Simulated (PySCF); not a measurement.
C$_{3}$H$_{7}$BCl$_{2}$, singlet, at a GFN2-xTB geometry; PySCF with PBE0/6-31G, polarisability by finite fields.

Here is a job for PySCF.
```python
from pyscf import gto, scf, dft

mol = gto.Mole()
mol.atom = '''
    B     0.032755   -0.059575    0.651342
    Cl   -0.519343   -0.743033    2.133513
    Cl    1.327435    1.063949    0.713872
    C    -0.653814   -0.474502   -0.717364
    C    -0.089277    0.189961   -1.978970
    C    -0.818839   -0.278251   -3.231789
    H    -1.726716   -0.262749   -0.662290
    H    -0.591578   -1.561026   -0.838121
    H    -0.179494    1.273650   -1.888217
    H     0.972873   -0.044333   -2.066717
    H    -0.722049   -1.355085   -3.351128
    H    -0.405658    0.202603   -4.114827
    H    -1.877127   -0.034002   -3.172209
'''
mol.basis = '6-31g'
mol.charge = 0
mol.spin = 0
mol.verbose = 4
mol.build()

mf = dft.RKS(mol)
mf.xc = 'pbe0'
mf.conv_tol = 1e-11
mf.kernel()
h0, z, done = mf.get_hcore(), mol.intor('int1e_r')[2], []
def energy(F):
    f = mf.copy()
    f.scf_summary = {}
    f.get_hcore = lambda *a: h0 + F * z
    e = f.kernel(mf.make_rdm1())
    done.append(f.converged)
    return e
F = 0.005
alpha = -(energy(F) + energy(-F) - 2 * mf.e_tot) / F**2
print('alpha_zz =', alpha)
```

**Question.** Write the output that PySCF gives for this input, abridged.

**Answer.** 
```
PySCF version 2.14.0

[INPUT] verbose = 4
[INPUT] num. atoms = 13
[INPUT] num. electrons = 64
[INPUT] charge = 0
[INPUT] spin (= nelec alpha-beta = 2S) = 0
[INPUT] symmetry False subgroup None
[INPUT] Mole.unit = angstrom
[INPUT] Symbol           X                Y                Z      unit          X                Y                Z       unit  Magmom
[INPUT]  1 B      0.032755000000  -0.059575000000   0.651342000000 AA    0.061897979210  -0.112580433871   1.230857993426 Bohr   0.0
[INPUT]  2 Cl    -0.519343000000  -0.743033000000   2.133513000000 AA   -0.981416034710  -1.404128871514   4.031755253199 Bohr   0.0
[INPUT]  3 Cl     1.327435000000   1.063949000000   0.713872000000 AA    2.508488598162   2.010572220505   1.349022567996 Bohr   0.0
[INPUT]  4 C     -0.653814000000  -0.474502000000  -0.717364000000 AA   -1.235529396406  -0.896678825558  -1.355621491622 Bohr   0.0
[INPUT]  5 C     -0.089277000000   0.189961000000  -1.978970000000 AA   -0.168709079223   0.358974264349  -3.739711308731 Bohr   0.0
[INPUT]  6 C     -0.818839000000  -0.278251000000  -3.231789000000 AA   -1.547381450113  -0.525818183886  -6.107196102382 Bohr   0.0
[INPUT]  7 H     -1.726716000000  -0.262749000000  -0.662290000000 AA   -3.263020334904  -0.496523649503  -1.251546715038 Bohr   0.0
[INPUT]  8 H     -0.591578000000  -1.561026000000  -0.838121000000 AA   -1.117920401318  -2.949911613325  -1.583819149247 Bohr   0.0
[INPUT]  9 H     -0.179494000000   1.273650000000  -1.888217000000 AA   -0.339194501003   2.406849678552  -3.568212993748 Bohr   0.0
[INPUT] 10 H      0.972873000000  -0.044333000000  -2.066717000000 AA    1.838463523984  -0.083777228280  -3.905529106983 Bohr   0.0
[INPUT] 11 H     -0.722049000000  -1.355085000000  -3.351128000000 AA   -1.364474858516  -2.560739525506  -6.332714128361 Bohr   0.0
[INPUT] 12 H     -0.405658000000   0.202603000000  -4.114827000000 AA   -0.766582520239   0.382864182015  -7.775896079966 Bohr   0.0
[INPUT] 13 H     -1.877127000000  -0.034002000000  -3.172209000000 AA   -3.547255931026  -0.064254467687  -5.994606219880 Bohr   0.0

nuclear repulsion = 325.89175823343
number of shells = 48
number of NR pGTOs = 208
number of NR cGTOs = 76
basis = 6-31g
ecp = {}

******** <class 'pyscf.dft.rks.RKS'> ********
method = RKS
initial guess = minao
damping factor = 0
level_shift factor = 0
DIIS = <class 'pyscf.scf.diis.CDIIS'>
diis_start_cycle = 1
diis_space = 8
diis_damp = 0
SCF conv_tol = 1e-11
SCF conv_tol_grad = None
SCF max_cycles = 50
direct_scf = True
direct_scf_tol = 1e-13
XC library pyscf.dft.libxc version 7.1.2
    S. Lehtola, C. Steigemann, M. J. T. Oliveira, and M. A. L. Marques,  SoftwareX 7, 1–5 (2018)
XC functionals = pbe0
    C. Adamo and V. Barone,  J. Chem. Phys. 110, 6158 (1999)
    M. Ernzerhof and G. E. Scuseria,  J. Chem. Phys. 110, 5029 (1999)
radial grids:
    Treutler-Ahlrichs [JCP 102, 346 (1995); DOI:10.1063/1.469408] (M4) radial grids

becke partition: Becke, JCP 88, 2547 (1988); DOI:10.1063/1.454033
pruning grids: <function nwchem_prune>
grids dens level: 3
symmetrized grids: False
atomic radii adjust function: <function treutler_atomic_radii_adjust>
small_rho_cutoff = 0
Set gradient conv threshold to 3.16228e-06
Initial guess from minao.
tot grids = 162816
init E= -1063.88246082527
  HOMO = -0.352848694299841  LUMO = -0.0657078598280336  gap/eV = 7.81350
cycle= 1 E= -1063.23017620343  delta_E= 0.652  |g|= 0.419  |ddm|= 3.33
  HOMO = -0.289517386357844  LUMO = -0.0649436605754294  gap/eV = 6.11096
cycle= 2 E= -1063.22267609265  delta_E= 0.0075  |g|= 0.46  |ddm|= 1.17
  HOMO = -0.317665462721473  LUMO = -0.035364874953189  gap/eV = 7.68179
cycle= 3 E= -1063.28285792903  delta_E= -0.0602  |g|= 0.0263  |ddm|= 0.598
  HOMO = -0.323508576383903  LUMO = -0.0429363789330699  gap/eV = 7.63476
cycle= 4 E= -1063.28303024435  delta_E= -0.000172  |g|= 0.0137  |ddm|= 0.0575
  HOMO = -0.322166641647168  LUMO = -0.0410892195486696  gap/eV = 7.64851
cycle= 5 E= -1063.28308250541  delta_E= -5.23e-05  |g|= 0.00305  |ddm|= 0.0254
  HOMO = -0.322026908884973  LUMO = -0.0408304234008574  gap/eV = 7.65175
cycle= 6 E= -1063.2830854035  delta_E= -2.9e-06  |g|= 0.000322  |ddm|= 0.00529
  HOMO = -0.32206278299048  LUMO = -0.040873887055314  gap/eV = 7.65154
cycle= 7 E= -1063.28308542909  delta_E= -2.56e-08  |g|= 0.000132  |ddm|= 0.000626
  HOMO = -0.322065536101491  LUMO = -0.040880395136432  gap/eV = 7.65144
cycle= 8 E= -1063.28308543376  delta_E= -4.67e-09  |g|= 2e-05  |ddm|= 0.000171
  HOMO = -0.322063296427982  LUMO = -0.0408772675840361  gap/eV = 7.65146
cycle= 9 E= -1063.28308543388  delta_E= -1.23e-10  |g|= 2.59e-06  |ddm|= 4.34e-05
  HOMO = -0.32206346185341  LUMO = -0.0408776753490847  gap/eV = 7.65145
cycle= 10 E= -1063.28308543388  delta_E= -2.27e-13  |g|= 7.67e-07  |ddm|= 6.36e-06
  HOMO = -0.32206350774182  LUMO = -0.0408775869967306  gap/eV = 7.65146
Extra cycle  E= -1063.28308543388  delta_E= 4.09e-12  |g|= 8.03e-07  |ddm|= 2.61e-06
converged SCF energy = -1063.28308543388

******** <class 'pyscf.dft.rks.RKS'> ********
method = RKS
initial guess = minao
damping factor = 0
level_shift factor = 0
DIIS = <class 'pyscf.scf.diis.CDIIS'>
diis_start_cycle = 1
diis_space = 8
diis_damp = 0
SCF conv_tol = 1e-11
SCF conv_tol_grad = None
SCF max_cycles = 50
direct_scf = True
direct_scf_tol = 1e-13
XC library pyscf.dft.libxc version 7.1.2
    S. Lehtola, C. Steigemann, M. J. T. Oliveira, and M. A. L. Marques,  SoftwareX 7, 1–5 (2018)
XC functionals = pbe0
    C. Adamo and V. Barone,  J. Chem. Phys. 110, 6158 (1999)
    M. Ernzerhof and G. E. Scuseria,  J. Chem. Phys. 110, 5029 (1999)
radial grids:
    Treutler-Ahlrichs [JCP 102, 346 (1995); DOI:10.1063/1.469408] (M4) radial grids

becke partition: Becke, JCP 88, 2547 (1988); DOI:10.1063/1.454033
pruning grids: <function nwchem_prune>
grids dens level: 3
symmetrized grids: False
atomic radii adjust function: <function treutler_atomic_radii_adjust>
small_rho_cutoff = 0
Overwritten attributes  get_hcore  of <class 'pyscf.dft.rks.RKS'>
Set gradient conv threshold to 3.16228e-06
init E= -1063.27980552455
  HOMO = -0.312966609381923  LUMO = -0.0344767739042877  gap/eV = 7.57809
cycle= 1 E= -1063.28058806219  delta_E= -0.000783  |g|= 0.015  |ddm|= 0.232
  HOMO = -0.320261883407175  LUMO = -0.0361429731509157  gap/eV = 7.73127
cycle= 2 E= -1063.28058232607  delta_E= 5.74e-06  |g|= 0.0165  |ddm|= 0.0643
  HOMO = -0.31822029949101  LUMO = -0.0367098404075923  gap/eV = 7.66029
cycle= 3 E= -1063.28066965364  delta_E= -8.73e-05  |g|= 0.00113  |ddm|= 0.0299
  HOMO = -0.317948950011172  LUMO = -0.0363501472710011  gap/eV = 7.66269
cycle= 4 E= -1063.28067001765  delta_E= -3.64e-07  |g|= 0.000466  |ddm|= 0.00277
  HOMO = -0.318006765738754  LUMO = -0.0364265613723731  gap/eV = 7.66219
cycle= 5 E= -1063.2806700795  delta_E= -6.18e-08  |g|= 0.000116  |ddm|= 0.000861
  HOMO = -0.31801167929908  LUMO = -0.0364343869628676  gap/eV = 7.66211
cycle= 6 E= -1063.28067008331  delta_E= -3.81e-09  |g|= 1.43e-05  |ddm|= 0.000179
  HOMO = -0.318011841301988  LUMO = -0.0364338621155926  gap/eV = 7.66213
cycle= 7 E= -1063.28067008338  delta_E= -7.05e-11  |g|= 3.99e-06  |ddm|= 3.53e-05
  HOMO = -0.318012005950752  LUMO = -0.0364336413219244  gap/eV = 7.66214
cycle= 8 E= -1063.28067008339  delta_E= -1.09e-11  |g|= 1.19e-06  |ddm|= 6.88e-06
  HOMO = -0.318012094669756  LUMO = -0.0364337741105512  gap/eV = 7.66214
cycle= 9 E= -1063.28067008338  delta_E= 4.09e-12  |g|= 1.16e-07  |ddm|= 1.62e-06
  HOMO = -0.318012082043823  LUMO = -0.0364337629125482  gap/eV = 7.66214
Extra cycle  E= -1063.28067008338  delta_E= 1.14e-12  |g|= 9.14e-08  |ddm|= 3.5e-07
converged SCF energy = -1063.28067008338

******** <class 'pyscf.dft.rks.RKS'> ********
method = RKS
initial guess = minao
damping factor = 0
level_shift factor = 0
DIIS = <class 'pyscf.scf.diis.CDIIS'>
diis_start_cycle = 1
diis_space = 8
diis_damp = 0
SCF conv_tol = 1e-11
SCF conv_tol_grad = None
SCF max_cycles = 50
direct_scf = True
direct_scf_tol = 1e-13
XC library pyscf.dft.libxc version 7.1.2
    S. Lehtola, C. Steigemann, M. J. T. Oliveira, and M. A. L. Marques,  SoftwareX 7, 1–5 (2018)
XC functionals = pbe0
    C. Adamo and V. Barone,  J. Chem. Phys. 110, 6158 (1999)
    M. Ernzerhof and G. E. Scuseria,  J. Chem. Phys. 110, 5029 (1999)
radial grids:
    Treutler-Ahlrichs [JCP 102, 346 (1995); DOI:10.1063/1.469408] (M4) radial grids

becke partition: Becke, JCP 88, 2547 (1988); DOI:10.1063/1.454033
pruning grids: <function nwchem_prune>
grids dens level: 3
symmetrized grids: False
atomic radii adjust function: <function treutler_atomic_radii_adjust>
small_rho_cutoff = 0
Set gradient conv threshold to 3.16228e-06
init E= -1063.28636534321
  HOMO = -0.31953230093604  LUMO = -0.0472497455188408  gap/eV = 7.40919
cycle= 1 E= -1063.28715722724  delta_E= -0.000792  |g|= 0.014  |ddm|= 0.229
  HOMO = -0.319984107257908  LUMO = -0.0454329839320866  gap/eV = 7.47092
cycle= 2 E= -1063.28716041657  delta_E= -3.19e-06  |g|= 0.0146  |ddm|= 0.0571
  HOMO = -0.319825150825795  LUMO = -0.0450822526939723  gap/eV = 7.47614
cycle= 3 E= -1063.28722777302  delta_E= -6.74e-05  |g|= 0.001  |ddm|= 0.0253
  HOMO = -0.320002751649733  LUMO = -0.045384265616911  gap/eV = 7.47275
cycle= 4 E= -1063.28722805926  delta_E= -2.86e-07  |g|= 0.000401  |ddm|= 0.00236
  HOMO = -0.319931122465342  LUMO = -0.0453137125120138  gap/eV = 7.47272
cycle= 5 E= -1063.28722810444  delta_E= -4.52e-08  |g|= 0.000103  |ddm|= 0.000726
  HOMO = -0.319931875494878  LUMO = -0.0453080343007028  gap/eV = 7.47290
cycle= 6 E= -1063.28722810737  delta_E= -2.93e-09  |g|= 1.55e-05  |ddm|= 0.000158
  HOMO = -0.319933054325827  LUMO = -0.0453082519450811  gap/eV = 7.47292
cycle= 7 E= -1063.28722810745  delta_E= -7.69e-11  |g|= 3.93e-06  |ddm|= 3.57e-05
  HOMO = -0.319933021897367  LUMO = -0.0453085848405437  gap/eV = 7.47291
cycle= 8 E= -1063.28722810745  delta_E= -3.87e-12  |g|= 1.19e-06  |ddm|= 7.22e-06
  HOMO = -0.319932993840086  LUMO = -0.0453082976701824  gap/eV = 7.47292
Extra cycle  E= -1063.28722810746  delta_E= -6.37e-12  |g|= 1.31e-06  |ddm|= 3.19e-06
converged SCF energy = -1063.28722810746
alpha_zz = 69.09292316777282
```
